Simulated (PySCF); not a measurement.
**A small calculation by hand: oscillator strength and radiative lifetime**

1-bromo-2,2-dichloro-1-fluoroethene (C2BrCl2F), SMILES ClC(=C(Br)F)Cl.

Coordinates come from a PBE0-D3(BJ)/def2-SVP optimisation.

TDA-PBE/def2-SVPD (PySCF) puts the first singlet state with f over 0.02 at 5.87 eV (vertical), with the transition dipole (0.082, -0.390, 0.000) in atomic units.

Task: Find the oscillator strength, the wavelength and the radiative lifetime that this transition would have in vacuum if emission retraced absorption.

Result: 
|μ|² = 0.1588 au, so |μ| = 1.01 D. ΔE = 5.87/27.211 = 0.2157 hartree. f = (2/3) ΔE |μ|² = 0.023 (the program prints 0.023).
λ = 1239.84/5.87 = 211 nm; ν = 47345 cm⁻¹.
Einstein's coefficient A = 0.6670 ν² f s⁻¹ (ν in cm⁻¹) = 3.4e7 s⁻¹, so τ = 1/A = 29 ns. This state is S4; the lower singlets have f = 0.000, 0.000, 0.004. The figure is the radiative limit of this one transition; relaxation, internal conversion, crossing to triplets and a medium change what is measured.
